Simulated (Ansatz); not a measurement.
```yaml
crystal:
  periodic: [false, false, false]
  atoms:
    - {symbol: C, position_ang: [-0.605809, 2.114640, -0.977420]}
    - {symbol: O, position_ang: [-0.716063, 0.712026, -0.850233]}
    - {symbol: B, position_ang: [0.025329, 0.008143, 0.017698]}
    - {symbol: O, position_ang: [-0.104362, -1.322993, 0.116012]}
    - {symbol: C, position_ang: [0.660563, -2.094005, 1.019391]}
    - {symbol: H, position_ang: [-0.341017, 2.355808, -2.008726]}
    - {symbol: H, position_ang: [0.154470, 2.518984, -0.304588]}
    - {symbol: H, position_ang: [-1.571452, 2.568376, -0.745603]}
    - {symbol: H, position_ang: [1.241187, -2.826891, 0.455684]}
    - {symbol: H, position_ang: [1.338741, -1.468383, 1.604964]}
    - {symbol: H, position_ang: [-0.016087, -2.622806, 1.693521]}
basis:
  gaussian: {orbitals: def2-mTZVPP}
magnetization: {spin_polarized: true, initial_magnetization: 2}
hamiltonian: {xc: {name: wB97M-V}}
```

```sh
$ ansatz run in.yaml --threads 4 --pin off --events-out ev --progress --plain --max-ram 10444MiB
```

It prints (some lines left out):

```
Error: a molecule whose nuclei and cores have a total charge of 39 cannot have a net charge of 0 together with 2 unpaired electrons
```

(1) What is wrong with this run?

## Answers

(1) The number of unpaired electrons doesn't fit the electron count. The input was rejected before any iteration.
